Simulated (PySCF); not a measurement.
Be(NH2)(GeH3) (BeGeH₅N), SMILES [Be]([NH2])[GeH3].

Geometry: B3LYP-D3(BJ)/def2-TZVP. Other conformers were not sampled.

All values below come from PySCF with HF/def2-TZVPD.

Isolated molecule, no solvent.

- total energy = -2147.42554 hartree
- highest occupied level = -10.41 eV
- lowest empty level = 1.14 eV
- orbital gap = 11.55 eV
- dipole moment = 2.26 D
- quadrupole, principal values (traceless, Buckingham form, about the centre of nuclear charge) = -3.78, 1.41, 2.36 D·Å
- mean static polarisability = 57.1 bohr³ (8.47 Å³)
- polarisability, principal values = 52.5, 52.6, 66.3 bohr³
